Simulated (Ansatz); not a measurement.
Species: C3H7B, SMILES `BC(=C)C` (charge 0, multiplicity 1).

### Question
Give a relaxed geometry from PBE-D3(BJ)/def2-TZVP (Ansatz, a program for electronic structure).

### Answer
This is not unique; one that fits is the end point of this relaxation, one of several conformers (outside a Z-matrix the atoms follow the SMILES, hydrogens last).
Cartesian coordinates (Å) in one orientation:
```xyz
11

B      1.535    -0.349    -0.051
C      0.067     0.127     0.003
C     -0.157     1.461     0.065
C     -1.078    -0.855    -0.011
H      2.420     0.466    -0.040
H      1.812    -1.520    -0.102
H     -1.166     1.887     0.109
H      0.676     2.168     0.075
H     -1.049    -1.473    -0.921
H     -1.002    -1.554     0.836
H     -2.059    -0.359     0.038
```
